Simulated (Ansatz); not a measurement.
Input for Ansatz (an electronic-structure program): U-r2SCAN/cc-pV(T+d)Z on H4Si2 (SMILES [SiH][SiH3]), a point of a bond scan (R = 4.876 Å). Files ending in .json are basis or fitting sets from the Basis Set Exchange.

Ansatz 0.2 input:
```yaml
crystal:
  periodic: [false, false, false]
  atoms:
    - {symbol: Si, position_ang: [-0.00338560, 1.03723858, 0.82594973]}
    - {symbol: H, position_ang: [-1.41292643, 3.67491132, -3.02467654]}
    - {symbol: Si, position_ang: [0.02918721, -0.89103927, -0.59790228]}
    - {symbol: H, position_ang: [0.97945138, -0.66055376, -1.72119154]}
    - {symbol: H, position_ang: [-1.32621922, -1.10029411, -1.17841082]}
    - {symbol: H, position_ang: [0.42941234, -2.14745382, 0.08430899]}
basis:
  gaussian:
    orbitals: cc-pV_T+d_Z.json
hamiltonian:
  xc: {name: r2SCAN}
magnetization: {spin_polarized: true, initial_magnetization: 0}
```

The head of its log:

```
WARN ansatz: RAYON_NUM_THREADS=1 ignored (pool sized by the plan → 1); use --threads N
Functional definition: r2SCAN
integrals: 0.05 GiB planned
836 factors; their error is unknown
mean field: 0.48 GiB planned
mean field evaluation 1: about -15805.6812 eV, gradient 1.7e1 eV
mean field evaluation 2: about -15764.1185 eV, gradient 6.4e1 eV
```

What total energy does the run end on?

-581.1490 hartree. Its determinant has ⟨S²⟩ = 1.03, a mixture of spin states.
